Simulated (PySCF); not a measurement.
In(H)(Et)(OH) (C2H7InO), SMILES C[CH2][InH][OH]. Atoms are numbered in the order given.

```xyz
11

In    -0.2834    -0.5401     0.0000
H     -1.1888    -2.0092     0.0000
C     -0.7019     1.6096     0.0000
C      0.5644     2.4675     0.0000
H     -1.3306     1.8162    -0.8818
H     -1.3306     1.8162     0.8818
H      1.1914     2.2767     0.8866
H      1.1914     2.2767    -0.8866
H      0.3262     3.5459     0.0000
O      1.7008    -0.9466     0.0000
H      2.2472    -0.1489     0.0000
```

Geometry optimised at B3LYP-D3(BJ)/def2-SVP. The structure was generated by enumeration; whether it is a known compound was not checked. The def2 effective core potentials stand for the cores of In; spin–orbit coupling is left out. The values are those of a single conformer.

Method: M06-2X/def2-TZVP (PySCF).

Gas-phase values at a fixed geometry.

The total energy is -345.69813 hartree and the point group comes out as Cs. The highest occupied level comes out as -8.46 eV. The lowest empty level is -0.74 eV, the orbital gap comes out as 7.72 eV and the dipole moment is 2.97 D. The quadrupole, principal values (traceless, Buckingham form, about the centre of nuclear charge) is -9.67, 2.82, 6.85 D·Å. The mean static polarisability comes out as 64.6 bohr³ (9.57 Å³) and the polarisability, principal values is 48.8, 63.3, 81.6 bohr³.
